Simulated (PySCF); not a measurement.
Cl₃Ge, SMILES [Cl][Ge]([Cl])[Cl] (connectivity only; charge and spin as stated), charge +1, multiplicity 1.

Coordinates come from a B3LYP-D3(BJ)/def2-SVP optimisation. The spin state was assumed, not searched. The isomer is the one that the SMILES or the coordinates give; other isomers of the formula were not compared.

These are PySCF with M06-2X/def2-TZVPD values and carry that method's errors.

The molecule is in vacuum.

Question: Estimate the frontier levels, gap, dipole moment and polarisability. (Estimate from the structure and the level; the computed values follow.)

Answer: 
```yaml
highest_occupied_level: -16.76 eV
lowest_empty_level: -7.89 eV
orbital_gap: 8.88 eV
dipole_moment_about_the_centre_of_nuclear_charge: 0.000 e·Å
mean_static_polarisability: 62.6 bohr³ (9.28 Å³)
polarisability_principal_values: 43.0, 72.4, 72.4 bohr³
```
